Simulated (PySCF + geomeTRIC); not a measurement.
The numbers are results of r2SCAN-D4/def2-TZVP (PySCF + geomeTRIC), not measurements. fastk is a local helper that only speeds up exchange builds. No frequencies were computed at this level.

```python
import json, numpy as np
from pyscf import gto, dft
from fastk import lowrank_exchange
atoms = """
B      1.928342    -0.007100    -0.009386
C      0.574774     0.035573     0.073368
B     -0.800877     0.075483     0.163177
O     -2.099039     0.170725     0.163944
H      3.073835    -0.049948    -0.067849
H     -2.677030    -0.224732     0.806752
"""
def scf(charge, spin, dm0=None):
    mol = gto.M(atom=atoms, basis='def2-tzvp', ecp={}, charge=charge, spin=spin, verbose=3, max_memory=5040)
    mf = dft.KS(mol, xc='r2scan').density_fit(auxbasis="def2-universal-jkfit")
    mf.disp = 'd4'
    mf.grids.level = 4
    mf.conv_tol = 1e-8
    mf.max_cycle = 60
    mf.kernel(dm0)
    if not mf.converged:
        mf = mf.newton().run(mf.mo_coeff, mf.mo_occ).undo_soscf()
    return mf
mf = scf(0, 0)
from pyscf.geomopt.geometric_solver import kernel as optimize
path = []
done, mol = optimize(mf, maxsteps=80, assert_convergence=False, callback=lambda env: path.append((env["energy"], bool(env["g_scanner"].converged))))
res = dict(converged=bool(done and path[-1][1]), energy=path[-1][0], path=[e for e, c in path], xyz=mol.atom_coords(unit="Angstrom").tolist(), nao=mol.nao)
json.dump(res, open("result.json", "w"))
```

Output:

```
converged SCF energy = -164.165897201179
Geometry optimization cycle 1
converged SCF energy = -164.165897199571
cycle 1: E = -164.1658972  dE = -164.166  norm(grad) = 0.038764
Geometry optimization cycle 2
converged SCF energy = -164.166873581241
cycle 2: E = -164.166873581  dE = -0.000976382  norm(grad) = 0.00840167
Geometry optimization cycle 3
converged SCF energy = -164.167064951365
cycle 3: E = -164.167064951  dE = -0.00019137  norm(grad) = 0.0051107
Geometry optimization cycle 4
converged SCF energy = -164.167131338808
cycle 4: E = -164.167131339  dE = -6.63874e-05  norm(grad) = 0.00133085
Geometry optimization cycle 5
converged SCF energy = -164.167133472834
cycle 5: E = -164.167133473  dE = -2.13403e-06  norm(grad) = 0.000429959
Geometry optimization cycle 6
converged SCF energy = -164.167133453122
cycle 6: E = -164.167133453  dE = 1.97116e-08  norm(grad) = 0.00134196
Geometry optimization cycle 7
converged SCF energy = -164.167132823386
cycle 7: E = -164.167132823  dE = 6.29736e-07  norm(grad) = 0.00152499
Geometry optimization cycle 8
converged SCF energy = -164.167133561037
cycle 8: E = -164.167133561  dE = -7.37651e-07  norm(grad) = 0.000907553
Geometry optimization cycle 9
converged SCF energy = -164.16713400683
cycle 9: E = -164.167134007  dE = -4.45794e-07  norm(grad) = 0.000587973
<class 'geometric.internal.Distance'> : 5
<class 'geometric.internal.Angle'> : 1
<class 'geometric.internal.LinearAngle'> : 6
<class 'geometric.internal.TranslationX'> : 1
<class 'geometric.internal.TranslationY'> : 1
<class 'geometric.internal.TranslationZ'> : 1
<class 'geometric.internal.RotationA'> : 1
<class 'geometric.internal.RotationB'> : 1
<class 'geometric.internal.RotationC'> : 1
Step    0 : Gradient = 1.583e-02/2.600e-02 (rms/max) Energy = -164.1658971996
Step    1 : Displace = 1.880e-02/3.218e-02 (rms/max) Trust = 1.000e-01 (=) Grad = 3.430e-03/6.845e-03 (rms/max) E (change) = -164.1668735812 (-9.764e-04) Quality = 1.108
Step    2 : Displace = 1.537e-02/2.957e-02 (rms/max) Trust = 1.414e-01 (+) Grad = 2.086e-03/3.231e-03 (rms/max) E (change) = -164.1670649514 (-1.914e-04) Quality = 1.418
Step    3 : Displace = 1.634e-02/3.181e-02 (rms/max) Trust = 2.000e-01 (+) Grad = 5.433e-04/8.402e-04 (rms/max) E (change) = -164.1671313388 (-6.639e-05) Quality = 0.909
Step    4 : Displace = 1.056e-03/1.497e-03 (rms/max) Trust = 2.828e-01 (+) Grad = 1.755e-04/2.708e-04 (rms/max) E (change) = -164.1671334728 (-2.134e-06) Quality = 0.907
Step    5 : Displace = 2.917e-03/3.977e-03 (rms/max) Trust = 3.000e-01 (+) Grad = 5.479e-04/1.053e-03 (rms/max) E (change) = -164.1671334531 (+1.971e-08) Quality = -0.004
Step    6 : Displace = 1.500e-03/2.001e-03 (rms/max) Trust = 1.459e-03 (-) Grad = 6.226e-04/1.119e-03 (rms/max) E (change) = -164.1671328234 (+6.297e-07) Quality = -0.146
Step    7 : Displace = 6.806e-04/1.059e-03 (rms/max) Trust = 7.293e-04 (-) Grad = 3.705e-04/4.988e-04 (rms/max) E (change) = -164.1671335610 (-7.377e-07) Quality = 0.105
Step    8 : Displace = 4.515e-04/6.354e-04 (rms/max) Trust = 3.403e-04 (-) Grad = 2.246e-04/3.394e-04 (rms/max) E (change) = -164.1671340068 (-4.458e-07) Quality = 0.500
Converged! =D
```

Cost: around 4 core-minutes (rough).
